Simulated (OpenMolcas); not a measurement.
Mo2+: the spin-orbit constant, worked from levels

| Quantity | Value |
| --- | --- |
| Program | OpenMolcas |
| Basis | ANO-R1 [6s4p3d1f] |
| Scalar Hamiltonian | X2C, finite nucleus |
| Active space | 4 electrons in 5 orbitals (4d) |
| State averaging | 2S+1 = 5 even, 5 roots; 2S+1 = 3 even, 45 roots; 2S+1 = 1 even, 50 roots |
| Spin-orbit coupling | RASSI with atomic mean-field integrals over the reference wave functions, term energies averaged over their components |

Methods: CASSCF; MS-CASPT2, IPEA 0.25 Eh, imaginary shift 0.1 Eh (closed shells correlated: 4s 4p). Measured levels: Sugar and Musgrove, J. Phys. Chem. Ref. Data 17, 155 (1988).

**The spin-orbit constant.** For the Hund term 5D of d4, E(J) = (A/2) J(J+1) + constant and ζ = 2S·A = 4A. From J = 0 to J = 4 the energy changes by 10 A.

| Source | E(4) - E(0) | A | ζ |
| --- | --- | --- | --- |
| CASSCF | 1857.5 | 185.8 | 743 |
| MS-CASPT2 | 1881.6 | 188.2 | 753 |
| measured | 1872.3 | 187.2 | 749 |

All in cm-1. MS-CASPT2 is off by +0.5 % and CASSCF by -0.8 %. Both methods take the spin-orbit matrix elements from the reference wave functions, so the second can move ζ only through the term energies and any multistate remixing. Second-order mixing with other terms is absorbed into this ζ.

CASPT2 does not keep the components of a term degenerate, so their means are used; among the terms shown or strongly mixed into the levels shown the widest spread is 10 cm-1 (4d4 5D, MS-CASPT2). Levels of configurations with an s electron are missing; early in the row they begin among the upper levels of the d shell and mix with terms of their name. Without dynamic correlation excited terms often stand tens of per cent too high (terms of higher spin than the ground term too low), and those without a measured partner can miss by more than the paired ones (holds for CASSCF). Measured partners are found by configuration, term and J. A level has none where our copy of the source lacks it or the pairing is in doubt (some pairs that miss far off the trend of their configuration count as doubtful), and it then counts in no deviation. Only configurations of the active space appear.
